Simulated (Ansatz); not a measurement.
**Ligand exchange: C2H8O2Sn + C2H3F3O → CH6O3Sn + C3H5F3**

Gas-phase species: C2H8O2Sn `C[O][SnH]([CH3])[OH]`, singlet; C2H3F3O (2,2,2-trifluoroethanol) `OCC(F)(F)F`, singlet; CH6O3Sn `C[O][SnH]([OH])[OH]`, singlet; C3H5F3 (1,1,1-trifluoropropane) `CCC(F)(F)F`, singlet. The partners trade CH3 for OH: Sn–CH3 and C–OH bonds give way to Sn–OH and C–CH3.

Shapes, held fixed at every level: PBE0-D4/def2-TZVP. Flexible molecules stand in one conformer, not always the lowest. Programs: Ansatz 0.2.0. Electronic energies: no zero-point or thermal term.

```tsv
level	kind	ΔE (kJ/mol)	less CCSD(T)/def2-TZVPP
HF/def2-TZVPP	Hartree–Fock	-95.2	-0.2
r2SCAN-D4/def2-TZVPP	meta-GGA	-97.1	-2.1
PBE0-D4/def2-TZVPP	global hybrid	-90.2	+4.8
wB97M-V/def2-TZVPP	range-separated hybrid	-94.7	+0.3
MP2/def2-TZVPP	perturbation theory	-99.8	-4.8
CCSD/def2-TZVPP	coupled cluster or CI	-94.4	+0.6
CCSD(T)/def2-TZVPP	coupled cluster or CI	-95.0	0.0
```

The highest level, CCSD(T)/def2-TZVPP, gives ΔE = -95.0 kJ/mol; the levels span -99.8 to -90.2. The column of differences is taken from that level and isn't an error. No measured value is set beside it here. For atoms past krypton def2 sets carry core potentials with scalar relativity. Outer-core shells of Sn are correlated, in sets that cover them unevenly.
